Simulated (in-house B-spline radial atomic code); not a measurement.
## KLI/ALDAx excitations of Si2+

Method: KLI/ALDAx. Computed with a B-spline radial code for spherical atoms: linear response of the closed shell [Ne] 3s2 with the adiabatic LDA exchange kernel on the exchange-only KLI potential; non-relativistic, point nucleus, no spin-orbit coupling, no double excitations, S, P, D and F terms only.

Command:
```bash
python run_td.py task.json out
```
Settings (radii: box in bohr, nucleus in fm):
```
Z                        14
electrons                12
configuration            [Ne] 3s2
hamiltonian              nr
method                   kli
box_radius               29.48
intervals                73
```

Cost of the run: 0.3 s on 1 thread of Arm Neoverse V1 (shared host).

The lowest states, in the order of their Tamm-Dancoff energies; the method's threshold (minus the highest occupied level) is 32.13 eV. Labels give the largest channel, * marks a mixed state, and oscillator strengths are full-response dipole values. Semilocal kernels can invert the small singlet-triplet splittings of Rydberg terms. Energies in eV:

| state | full response | Tamm-Dancoff | oscillator strength |
| --- | --- | --- | --- |
| 3s → 3p 3P | 5.620 | 5.948 | - |
| 3s → 3p 1P | ? | ? | ? |
| 3s → 3d 3D | 15.885 | 15.970 | - |
| 3s → 3d 1D | 17.558 | 17.566 | - |
| 3s → 4s 3S | ? | ? | - |
| 3s → 4s 1S | 18.734 | 18.758 | - |
| 3s → 4p 3P | 20.224 | 20.242 | - |
| 3s → 4p 1P | 20.782 | 20.833 | 0.0109 |
| 3s → 4d 3D | 23.538 | 23.553 | - |
| 3s → 4d 1D | 23.940 | 23.943 | - |
| 3s → 4f 3F | 24.107 | 24.114 | - |
| 3s → 4f 1F | 24.227 | 24.229 | - |
| 3s → 5s 3S | 24.228 | 24.234 | - |
| 3s → 5s 1S | 24.552 | 24.560 | - |
| 3s → 5p 3P | 25.285 | 25.290 | - |
| 3s → 5p 1P | 25.469 | 25.483 | 0.0121 |

(1) Where does 3s → 3p 1P lie?

(2) Where does 3s → 4s 3S lie?

(3) How large is the singlet-triplet splitting of 3s → 3p (P terms) in Tamm-Dancoff?

(4) What polarisabilities and dispersion coefficient does the method give?

## Answers

(1) At 10.321 eV in full response, 10.830 eV in Tamm-Dancoff, oscillator strength 1.63.

(2) At 17.726 eV in full response, 17.744 eV in Tamm-Dancoff.

(3) 4.88 eV, from the unrounded values.

(4) Dipole 11.61 bohr³, quadrupole 38.33 bohr⁵, C6 39.89 hartree·bohr⁶ for two such species.
